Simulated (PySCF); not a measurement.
A structure optimised at PBE0-D3(BJ)/def2-SVP, used in a PySCF frequency run:

```
O
B 1 1.3399
C 1 1.4076 2 122.99
H 3 1.0979 1 108.10 2 180.00
H 3 1.1027 4 108.88 1 -120.87
H 3 1.1027 4 108.88 5 -118.25
Cl 2 1.7665 1 117.59 3 180.00
S 2 1.8184 1 121.04 3 0.00
H 8 1.3476 2 95.75 1 180.00
```
Charge 0, spin multiplicity 1.

**Question.** Write its SMILES, formula and point group.

**Answer.** COB(S)Cl, CH₄BClOS, Cs

**Question.** What are its rotational constants (standard atomic weights)?

**Answer.** 3.8022, 2.3650, 1.4718 GHz
